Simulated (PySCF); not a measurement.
# Working out the ionisation energy of Ar²⁺

Ar²⁺ [Ne] 3s2 3p4 (3P) → Ar³⁺ [Ne] 3s2 3p3 (4S). All numbers are calculated (PySCF 2.14, the non-relativistic Hamiltonian (point nucleus), in dyall-av3z (19s12p3d2f, 84 functions)). Frozen: [Ne]; the 26 highest virtual orbitals dropped. Energies in hartree (1 hartree = 27.21139 eV):

```json
{"part": "UHF", "Ar²⁺ (lower)": "-525.312928", "Ar³⁺ (upper)": "-523.865487"}
{"part": "CCSD correlation", "Ar²⁺ (lower)": "-0.159044", "Ar³⁺ (upper)": "-0.124614"}
{"part": "(T)", "Ar²⁺ (lower)": "-0.004076", "Ar³⁺ (upper)": "-0.003103"}
```

What does Hartree-Fock give?

(-523.865487) − (-525.312928) = 1.447441 hartree = 39.387 eV.

What do CCSD and CCSD(T) give?

The CCSD correlation energies differ by 0.034430 hartree = 0.937 eV and the triples by 0.000973 hartree = 0.026 eV, so CCSD gives 40.324 eV and CCSD(T) 40.350 eV.

A first-order spin-orbit estimate adds 0.062 eV to CCSD(T) (valence), giving 40.412 eV against 40.735 ± 0.012 eV (semi-empirical (NIST evaluation); NIST Atomic Spectra Database, ionization energies).

What remains against the reference includes basis incompleteness, the frozen core and higher excitations.
